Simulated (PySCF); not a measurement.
C2H7FSi2, SMILES F[SiH2]/C=C\[SiH3]. Atoms are numbered in the order given.

```xyz
12

F      1.4002    -0.9127     0.0000
Si    -0.0315    -1.6986     0.0000
C     -1.3787    -0.4184     0.0000
C     -1.2082     0.9165     0.0000
Si     0.4022     1.9102     0.0000
H     -0.0892    -2.5552    -1.2180
H     -0.0892    -2.5552     1.2180
H     -2.4098    -0.8052     0.0000
H     -2.1207     1.5311     0.0000
H      1.2155     1.6471    -1.2225
H      0.0069     3.3521     0.0000
H      1.2155     1.6471     1.2225
```
Charge 0, spin multiplicity 1.

Geometry optimised at PBE0-D3(BJ)/def2-SVP. The structure was generated by enumeration; whether it is a known compound was not checked. Other conformers were not sampled.

Computed with SMD-ωB97X/6-31G* in PySCF.

Solvation free energies are E(SMD) − E(gas) at the gas-phase geometry, for 1 M in both phases. In vacuum the dipole moment is 2.01 D.

Computed solvation free energies in water, acetone, ethanol:
| solvent | ΔG(solv) (kcal/mol) | its non-electrostatic (CDS) part | dipole (D) |
|---|---|---|---|
| water | 2.2 | 4.8 | 2.68 |
| acetone | -2.0 | 0.4 | 2.63 |
| ethanol | -1.9 | 0.5 | 2.64 |
